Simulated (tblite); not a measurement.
Record of a relaxation.

C5H8OSeSi.
Numbering: `[CH3:1][C:2]#[C:3]/[CH:4]=[CH:5]\[O:6][SiH2:7][SeH:8]` (hydrogens: H9, H10, H11 on C1; H12 on C4; H13 on C5; H14, H15 on Si7; H16 on Se8)

Computed with GFN2-xTB (tblite), gas phase: L-BFGS steps from a force-field or distance-geometry start until the largest atomic force falls under 0.01 eV/Å. 7 of its 104 geometries are shown.

Step 0: E = -645.6650 eV, largest atomic force 1.807 eV/Å
```
atom  x, y, z in Å  |  force x, y, z in eV/Å
C1     -2.740    1.060    0.694   -0.961  -0.727   0.993
C2     -1.933    0.016    0.079    0.392  -0.657  -0.483
C3     -1.256   -0.868   -0.414   -0.810   0.628   0.058
C4     -0.461   -1.889   -1.019   -0.863   0.561   0.386
C5      0.827   -1.975   -0.706    0.206   0.515   0.149
O6      1.464   -1.103    0.151    0.675   1.306  -1.051
Si7     2.044    0.468   -0.218   -0.620  -1.148   0.528
Se8     3.258    1.121    1.639    0.034   0.279   0.225
H9     -2.727    1.994    0.130    0.277  -0.122   0.183
H10    -2.420    1.179    1.759    0.056   0.266  -0.879
H11    -3.832    0.758    0.795    1.137   0.073  -0.429
H12    -0.945   -2.604   -1.700    0.298   0.444   0.481
H13     1.395   -2.763   -1.170    0.609   0.005   0.212
H14     1.008    1.472   -0.439   -0.097  -0.200   0.083
H15     2.967    0.507   -1.348   -0.006  -0.272   0.011
H16     3.342    2.634    1.753   -0.326  -0.948  -0.467
```

Step 17: E = -646.2222 eV, largest atomic force 0.124 eV/Å
```
atom  x, y, z in Å  |  force x, y, z in eV/Å
C1     -2.771    1.045    0.717    0.021   0.027  -0.035
C2     -1.956    0.033    0.087   -0.004  -0.010   0.014
C3     -1.266   -0.803   -0.438   -0.021   0.001   0.064
C4     -0.432   -1.809   -0.961    0.000  -0.015  -0.004
C5      0.872   -1.881   -0.707    0.022  -0.003  -0.011
O6      1.549   -1.007    0.070    0.101  -0.066   0.029
Si7     2.049    0.497   -0.214   -0.018   0.032  -0.036
Se8     3.168    0.940    1.697   -0.013   0.084   0.073
H9     -2.705    1.975    0.150   -0.007   0.012   0.036
H10    -2.413    1.219    1.733   -0.007   0.025  -0.027
H11    -3.814    0.734    0.760    0.018  -0.040  -0.025
H12    -0.887   -2.575   -1.569   -0.068  -0.002  -0.029
H13     1.489   -2.678   -1.104    0.001  -0.017   0.012
H14     0.957    1.444   -0.379   -0.017   0.025  -0.042
H15     2.978    0.508   -1.344   -0.034   0.049  -0.028
H16     3.173    2.367    1.491    0.024  -0.104   0.009
```

Step 34: E = -646.2450 eV, largest atomic force 0.064 eV/Å
```
atom  x, y, z in Å  |  force x, y, z in eV/Å
C1     -2.764    1.063    0.709    0.004   0.015  -0.005
C2     -1.903    0.064    0.123   -0.014  -0.002  -0.009
C3     -1.199   -0.773   -0.379   -0.037  -0.024  -0.013
C4     -0.404   -1.801   -0.920    0.000  -0.018  -0.008
C5      0.909   -1.907   -0.730    0.025  -0.023   0.004
O6      1.661   -1.050   -0.011    0.001   0.032   0.006
Si7     2.005    0.511   -0.232    0.033   0.051   0.002
Se8     3.019    0.908    1.752    0.012   0.052  -0.023
H9     -2.716    1.985    0.130   -0.002   0.012   0.002
H10    -2.452    1.271    1.732   -0.001   0.005   0.004
H11    -3.793    0.703    0.715   -0.002   0.017   0.012
H12    -0.912   -2.558   -1.498   -0.030  -0.011   0.003
H13     1.475   -2.737   -1.131    0.022  -0.038  -0.022
H14     0.859    1.396   -0.406    0.018  -0.048   0.004
H15     2.938    0.633   -1.354   -0.020   0.040   0.046
H16     3.269    2.302    1.492   -0.009  -0.061  -0.003
```

Step 52: E = -646.2506 eV, largest atomic force 0.030 eV/Å
```
atom  x, y, z in Å  |  force x, y, z in eV/Å
C1     -2.755    1.073    0.696    0.005  -0.002  -0.001
C2     -1.908    0.058    0.115    0.002   0.005   0.003
C3     -1.202   -0.788   -0.371    0.006   0.013   0.023
C4     -0.404   -1.819   -0.901   -0.022   0.004  -0.020
C5      0.916   -1.917   -0.750   -0.016  -0.014   0.003
O6      1.695   -1.052   -0.071    0.002   0.001  -0.007
Si7     1.988    0.526   -0.224    0.020   0.017   0.008
Se8     2.987    0.905    1.772   -0.007   0.011  -0.005
H9     -2.699    1.992    0.112    0.002  -0.015   0.003
H10    -2.435    1.284    1.717    0.001   0.002  -0.012
H11    -3.789    0.727    0.714    0.009   0.014  -0.001
H12    -0.924   -2.593   -1.447   -0.002  -0.029  -0.007
H13     1.465   -2.760   -1.153    0.026   0.003   0.002
H14     0.802    1.354   -0.387    0.000   0.011   0.009
H15     2.943    0.746   -1.310   -0.023  -0.004  -0.004
H16     3.312    2.273    1.478   -0.001  -0.014   0.007
```

Step 69: E = -646.2527 eV, largest atomic force 0.019 eV/Å
```
atom  x, y, z in Å  |  force x, y, z in eV/Å
C1     -2.730    1.078    0.684    0.005   0.002  -0.004
C2     -1.899    0.044    0.115   -0.008  -0.008   0.005
C3     -1.211   -0.819   -0.367    0.013   0.008   0.007
C4     -0.412   -1.850   -0.895    0.000  -0.002   0.006
C5      0.912   -1.921   -0.760    0.002   0.006  -0.017
O6      1.683   -1.035   -0.100    0.001  -0.003   0.004
Si7     1.961    0.548   -0.220   -0.004   0.001   0.005
Se8     2.969    0.890    1.780    0.010  -0.003  -0.016
H9     -2.658    1.986    0.084   -0.010   0.007   0.004
H10    -2.402    1.302    1.700   -0.001  -0.001  -0.006
H11    -3.769    0.752    0.710    0.007   0.010   0.001
H12    -0.928   -2.642   -1.419    0.009  -0.002  -0.007
H13     1.476   -2.753   -1.163    0.006  -0.007   0.009
H14     0.773    1.380   -0.339   -0.010   0.000  -0.008
H15     2.896    0.797   -1.317   -0.014  -0.002   0.012
H16     3.331    2.251    1.497   -0.005  -0.006   0.005
```

Step 86: E = -646.2538 eV, largest atomic force 0.030 eV/Å
```
atom  x, y, z in Å  |  force x, y, z in eV/Å
C1     -2.712    1.085    0.673   -0.002   0.005   0.001
C2     -1.899    0.035    0.107    0.006   0.007   0.003
C3     -1.206   -0.826   -0.370   -0.004  -0.001   0.002
C4     -0.407   -1.859   -0.893    0.003  -0.003  -0.005
C5      0.917   -1.924   -0.758    0.006  -0.001  -0.003
O6      1.683   -1.032   -0.101    0.004   0.004   0.000
Si7     1.934    0.556   -0.213   -0.009   0.002  -0.029
Se8     2.995    0.865    1.762    0.010  -0.001   0.014
H9     -2.634    1.986    0.064   -0.009   0.008   0.008
H10    -2.371    1.311    1.684   -0.001   0.012   0.001
H11    -3.756    0.775    0.713   -0.002  -0.005  -0.007
H12    -0.921   -2.653   -1.415    0.008  -0.012  -0.008
H13     1.487   -2.756   -1.152   -0.005  -0.014  -0.004
H14     0.732    1.375   -0.299    0.010  -0.005   0.016
H15     2.834    0.830   -1.333   -0.010  -0.003   0.015
H16     3.316    2.243    1.521   -0.004   0.007  -0.007
```

Step 103: E = -646.2558 eV, largest atomic force 0.010 eV/Å
```
atom  x, y, z in Å  |  force x, y, z in eV/Å
C1     -2.678    1.102    0.649   -0.006  -0.002  -0.003
C2     -1.877    0.044    0.080    0.003   0.000   0.003
C3     -1.197   -0.828   -0.396   -0.003  -0.005   0.007
C4     -0.399   -1.872   -0.903    0.001   0.002  -0.002
C5      0.923   -1.943   -0.754    0.002   0.005  -0.004
O6      1.694   -1.046   -0.110    0.003  -0.002   0.004
Si7     1.893    0.552   -0.183   -0.001   0.001   0.004
Se8     3.097    0.839    1.714    0.004  -0.001  -0.008
H9     -2.611    1.998    0.031   -0.002  -0.002  -0.003
H10    -2.320    1.338    1.651   -0.003   0.001  -0.004
H11    -3.721    0.792    0.710   -0.010   0.001   0.000
H12    -0.911   -2.671   -1.419   -0.001   0.002   0.003
H13     1.488   -2.788   -1.130    0.000   0.003   0.001
H14     0.677    1.350   -0.133    0.002   0.000   0.005
H15     2.691    0.885   -1.361    0.003   0.001  -0.004
H16     3.243    2.257    1.543    0.006  -0.005   0.003
```

**Question.** Summarise the path.

**Answer.** The energy falls by 57.00 kJ/mol from step 0 to step 103; nine tenths of that is first reached at step 12. It falls at every step. The largest force goes from 1.807 to 0.010 eV/Å. Among the bonds O6–Si7 changes most, from 1.716 to 1.612 Å; the atoms move by 0.266 Å rms after alignment.

What follows is the cost of the whole relaxation. Time: 0.67 s wall. Hardware: one thread, Intel Xeon 6975P-C (x86_64), on a shared host.
